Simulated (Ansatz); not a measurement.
Complex (SMILES): F (HF) with FCl (F-Cl), atoms 1 to 2 the first; geometry from B3LYP-D3(BJ)/def2-TZVP, monomers rigid:
```xyz
4

F      0.3477     0.0277    -0.4961
H     -0.5669     0.0474    -0.3400
F     -2.4822     0.0933    -0.3591
Cl    -3.1336     0.1260    -1.8747
```

Basis-set convergence of the counterpoise-corrected interaction energy at PBE with Ansatz (a quantum-chemistry and plane-wave program). Cartesian d functions, on some or all atoms, in 6-31G*, 6-31G**, 6-31+G*, 6-311G**, 6-311+G**; all else is spherical. The program fits the integrals of some runs and decomposes those of others, by size. No added dispersion term, no relativity. Functions are those of the species that has most. Reference: the value in aug-pcseg-3, -1.96 kcal/mol. Deviations are taken from unrounded values.

| basis | functions | counterpoise-corrected interaction energy (kcal/mol) | minus reference (kcal/mol) |
|---|---|---|---|
| pcseg-0 | 33 | -3.01 | -1.05 |
| def2-SV(P) | 48 | -2.65 | -0.68 |
| 6-31G* | 51 | -2.34 | -0.38 |
| pcseg-1 | 51 | -2.24 | -0.28 |
| 6-31G** | 54 | -2.35 | -0.39 |
| cc-pV(D+d)Z | 56 | -2.28 | -0.32 |
| 6-31+G* | 63 | -2.16 | -0.20 |
| 6-311G** | 69 | -2.28 | -0.32 |
| 6-311+G** | 81 | -2.28 | -0.32 |
| def2-SVPD | 81 | -2.09 | -0.13 |
| 6-311++G(2d,2p) | 99 | -1.85 | 0.11 |
| pcseg-2 | 108 | -1.96 | 0.00 |
| aug-pcseg-2 | 165 | -1.94 | 0.02 |
| aug-cc-pV(T+d)Z | 170 | -1.88 | 0.09 |
| pcseg-3 | 217 | -1.97 | -0.01 |
| def2-QZVPPD | 244 | -1.96 | 0.00 |
| aug-cc-pV(Q+d)Z | 295 | -1.96 | 0.00 |
| pcseg-4 | 368 | -1.97 | 0.00 |
